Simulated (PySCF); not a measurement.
SMILES [CH3][GeH2][Cl] (CH₅ClGe), CAM-B3LYP/def2-SVP optimised geometry. Atoms within 1.6 Å of the plane z = 1.2 Å (x, y, z in Å): Ge1 (0.15, -0.75, 0.00), C2 (-0.59, 1.04, 0.00), H4 (1.68, -0.75, 0.00), H5 (-0.39, -1.60, 1.16), H6 (-1.68, 1.00, -0.04), H7 (-0.28, 1.57, 0.92).

Calculation: CAM-B3LYP/def2-TZVP (PySCF).

Map of the electrostatic potential (hartree/e), clipped to [-0.08, 0.12] on the plane z = 1.2 Å:

```
|                             |
|            ........         |
|           ..........        |
|          ............       |
|         ....:::.......      |
|        ...:----:.......     |
|     .....:=#%#+-:......     |
|   .......-#@@@@=::......    |
|  .......:=@@@@@+-:......    |
|  .......:=@@@@@+-::.....    |
|  .....:::=%@@@%+-::.....    |
|  .....:::=*%@%*=--::....    |
|  .....:::-+****++=-:....    |
|  ......::-=*#%@%#+-:....    |
|   .....::-+#@@@@@*=::...    |
|   .....::=*@@@@@@#=-:...    |
|    ....::=#@@@@@@%+-:..     |
|     ...::=%@@@@@@%=-:..     |
|      ...:+@@@@@@@*=:...     |
|       ..:#@@@@@@#+-:..      |
|        .:#@@@@@*=-:..       |
|         .+@@@@#=-:...       |
|         .:+%@*-::...        |
|          .::-:.....         |
|            ....             |
|                             |
|                             |
|                             |
|                             |
```
Scale: ten equal steps from -0.003 (start of ' ') to 0.120 (end of '@'), in the order ' .:-=+*#%@'; x runs from -4.00 to 4.00, y from -4.00 (bottom) to 4.00 (top).
